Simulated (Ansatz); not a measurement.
SiNH9O2, singlet: a saddle search.

in.yaml

```yaml
crystal:
  periodic: [false, false, false]
  atoms:
    - {symbol: Si, position_ang: [-1.076000, 0.072900, -0.753300]}
    - {symbol: H, position_ang: [-0.492800, -1.196100, 0.871100]}
    - {symbol: H, position_ang: [-1.498400, 0.929300, -1.887200]}
    - {symbol: H, position_ang: [-2.115700, 0.281300, 0.237400]}
    - {symbol: O, position_ang: [-0.712800, -1.200400, -1.680900]}
    - {symbol: H, position_ang: [1.070400, 0.424800, 0.588100]}
    - {symbol: N, position_ang: [0.458500, 0.985100, -0.285400]}
    - {symbol: H, position_ang: [0.459700, -0.999200, 1.322100]}
    - {symbol: O, position_ang: [1.543600, -0.352700, 1.539300]}
    - {symbol: H, position_ang: [-0.378700, -2.001400, -1.282900]}
    - {symbol: H, position_ang: [1.078600, 1.056800, -1.083400]}
    - {symbol: H, position_ang: [0.246400, 1.923000, 0.028500]}
    - {symbol: H, position_ang: [1.417000, 0.076500, 2.386500]}
basis:
  gaussian: {orbitals: def2-SVP}
hamiltonian: {xc: pbe0, dispersion: d4}
saddle:
  max_steps: 4
  mode_guess:
    - [-0.0017, 0.2118, -0.1387]
    - [0.1944, -0.1266, 0.2080]
    - [-0.1016, 0.0521, -0.0738]
    - [0.0529, -0.0827, -0.0058]
    - [0.0301, 0.0686, 0.0989]
    - [0.1720, -0.2579, 0.3922]
    - [-0.0806, -0.0078, -0.0699]
    - [-0.4804, -0.2848, -0.2607]
    - [0.1560, 0.3168, -0.0963]
    - [0.0634, 0.0288, 0.0387]
    - [-0.0265, -0.0054, -0.0244]
    - [-0.0119, -0.0066, -0.0299]
    - [0.0338, 0.0936, -0.0381]
```

Command:

```bash
ansatz run in.yaml --threads 8 --pin off --events-out ev --progress --plain --max-ram 19148MiB
```

What Ansatz 0.2.0 printed:

```
Functional definition: PBE0
  name "PBE0"
  cite "Adamo & Barone, J. Chem. Phys. 110, 6158 (1999) doi:10.1063/1.478522"
  cite "Perdew, Burke & Ernzerhof, Phys. Rev. Lett. 77, 3865 (1996) doi:10.1103/PhysRevLett.77.3865"
  parent pbe
  parameter a = 0.25
  parameter kappa = 0.804
  parameter beta = 0.06672455060314922
  exchange = (1 - a)*pbe_x(kappa = kappa, mu = beta*pi^2/3) + a*exact_x
  correlation = pbe_c(beta = beta)
1106 factors; integrals over basis functions are off by at most 4.0e-4 eV
mean field evaluation 1: about -13582.5540 eV, gradient 7.0e1 eV
mean field evaluation 2: about -13572.3314 eV, gradient 1.0e2 eV
mean field evaluation 4: about -13591.2395 eV, gradient 4.6e0 eV
mean field evaluation 8: about -13591.2886 eV, gradient 5.5e-2 eV
mean field -13591.28858090 eV, -499.4706428418 hartree, gradient 7.8e-6 eV, S^2 0.000000; 0 other end points of the search recorded, 0 dependent functions left out
the calculation of the forces begins
reference -13591.28860817 eV, -499.4706438440 hartree; 23, 23 occupied and 82, 82 virtual orbitals, 1106 factors
these checks for a lower state are left out or cut short: stability, starts, cluster_reference, orbital_swaps, neighbouring_geometries, increment
1106 factors; integrals over basis functions are off by at most 4.0e-4 eV
mean field evaluation 16: about -13591.2829 eV, gradient 5.9e-1 eV
mean field -13591.29179314 eV, -499.4707608893 hartree, gradient 2.1e-6 eV, S^2 0.000000; 0 other end points of the search recorded, 0 dependent functions left out
the calculation of the forces begins
reference -13591.29182041 eV, -499.4707618917 hartree; 23, 23 occupied and 82, 82 virtual orbitals, 1106 factors
these checks for a lower state are left out or cut short: stability, starts, cluster_reference, orbital_swaps, neighbouring_geometries, increment
1106 factors; integrals over basis functions are off by at most 4.0e-4 eV
mean field -13591.29509091 eV, -499.4708820802 hartree, gradient 1.1e-6 eV, S^2 0.000000; 0 other end points of the search recorded, 0 dependent functions left out
the calculation of the forces begins
reference -13591.29511821 eV, -499.4708830834 hartree; 23, 23 occupied and 82, 82 virtual orbitals, 1106 factors
saddle step   1: F+E_penalty+E_count = -13591.49133104 eV  max|allowed force component| = 1.002e0 eV/Å  curvature = -12.0879 eV/Å²  mode residual = 2.77e0 eV/Å²  Δτ_max = 0.0000 Å  (1 rotations, 3 force calls, 61 SCF iters)  cluster: 3 rotations left out, max|force component along them| = 4.675e-8 eV/Å
saddle step   2: F+E_penalty+E_count = -13591.52723067 eV  max|allowed force component| = 1.226e0 eV/Å  curvature = -7.3675 eV/Å²  mode residual = 4.91e0 eV/Å²  Δτ_max = 0.2000 Å  (1 rotations, 3 force calls, 63 SCF iters)  cluster: 3 rotations left out, max|force component along them| = 5.519e-8 eV/Å
saddle step   3: F+E_penalty+E_count = -13591.65643247 eV  max|allowed force component| = 5.452e-1 eV/Å  curvature = -10.7301 eV/Å²  mode residual = 3.75e0 eV/Å²  Δτ_max = 0.1080 Å  (1 rotations, 3 force calls, 70 SCF iters)  cluster: 3 rotations left out, max|force component along them| = 5.903e-8 eV/Å
saddle step   4: F+E_penalty+E_count = -13591.66948680 eV  max|allowed force component| = 4.917e-1 eV/Å  curvature = -10.9277 eV/Å²  mode residual = 2.30e0 eV/Å²  Δτ_max = 0.0168 Å  (1 rotations, 3 force calls, 68 SCF iters)  cluster: 3 rotations left out, max|force component along them| = 9.010e-8 eV/Å
Error: the saddle search did not converge after 4 steps: max|allowed force component| = 4.92e-1 eV/Å (threshold 5.0e-2). At the last step the curvature along the mode is -10.928 eV/Å² (extrapolated from the last rotation, not read by a force call), negative, as on the way to a saddle point. To go on, set a larger `saddle.max_steps` (a set value also replaces the default of 250 for a search that goes on from a second negative curvature), or search again from the last step's geometry and mode. Where this run's directory can be resumed (`checkpoint.write`), a resume goes on for up to `saddle.max_steps` more
F+E_penalty+E_count at the last step = -13591.66948680 eV
to start another search from the last step: its geometry and its mode (saddle.mode_guess, Cartesian):
  atoms:
    - { symbol: Si, position_ang: [-1.05454808, 0.06152292, -0.74526419] }
    - { symbol: H, position_ang: [-0.44426057, -1.18811560, 0.77110714] }
    - { symbol: H, position_ang: [-1.48861916, 0.96347042, -1.85750064] }
    - { symbol: H, position_ang: [-2.10919676, 0.25864924, 0.26892038] }
    - { symbol: O, position_ang: [-0.71137367, -1.25917064, -1.65596961] }
    - { symbol: H, position_ang: [1.08416838, 0.44497768, 0.60694955] }
    - { symbol: N, position_ang: [0.47261194, 1.00061114, -0.27184752] }
    - { symbol: H, position_ang: [0.44068516, -0.93671091, 1.23070577] }
    - { symbol: O, position_ang: [1.50000584, -0.37186812, 1.52252051] }
    - { symbol: H, position_ang: [-0.39746560, -2.04304167, -1.19198637] }
    - { symbol: H, position_ang: [1.08327196, 1.07994810, -1.08694535] }
    - { symbol: H, position_ang: [0.25531618, 1.95474231, 0.02088698] }
    - { symbol: H, position_ang: [1.36920438, 0.03488511, 2.38832335] }
  mode_guess:
    - [0.00987629, 0.22834556, -0.17379570]
    - [0.11345179, -0.15885519, 0.21052404]
    - [-0.10824551, 0.06500307, -0.10428728]
    - [0.07993546, -0.08028109, -0.00531427]
    - [0.00106196, 0.05106573, 0.10993980]
    - [0.20424914, -0.28368206, 0.43043376]
    - [-0.08711616, -0.00949112, -0.07278645]
    - [-0.44760722, -0.21710060, -0.22179223]
    - [0.18293787, 0.31735906, -0.11892394]
    - [0.03361573, 0.01009927, 0.03168590]
    - [-0.01291699, -0.00810258, -0.01324579]
    - [-0.00450734, -0.00612282, -0.02363685]
    - [0.03526497, 0.09176277, -0.04880099]


[the SCF lines of later steps are left out]
```

The lines “mean field evaluation” count trial sets of orbitals through the whole run, from several starts and some on an approximate energy, so they need not fall steadily or lie above the final value.

The run took about 7.5 s on 8 CPU threads of an Arm Neoverse V1 (shared host).


The run did not converge within its limit. Four steps were allowed, too few from this start.